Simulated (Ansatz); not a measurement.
Basis-set extrapolation for C₄H₆Si, SMILES `C=CC1=C[SiH2]1` (PBE0-D4/def2-TZVP geometry, frozen core, Ansatz 0.2.0). Multiplicity 1, RHF reference.

```csv
,def2-TZVPP,def2-QZVPP
HF,-443.873045,-443.888734
MP2 correlation,-0.749993,-0.798767
CCSD(T) correlation,-0.829866,not run
```

Energies in hartree. Use E(X) = E(∞) + A·exp(−7.88·√X) for Hartree–Fock and E(X) = E(∞) + B·X^(−2.97) for correlation, with X = 3 and 4, and add CCSD(T) minus MP2 of the smaller set to the MP2 limit.

What is the CCSD(T) energy at the basis-set limit?

HF limit: -443.888734 + (-0.015689) × 0.13774 = -443.89090. MP2 limit: -0.798767 + (-0.048774) × 0.74074 = -0.83490. Higher-order term: -0.829866 − (-0.749993) = -0.07987. Total: -444.80567 hartree, 269.8 kJ/mol below CCSD(T)/def2-TZVPP.
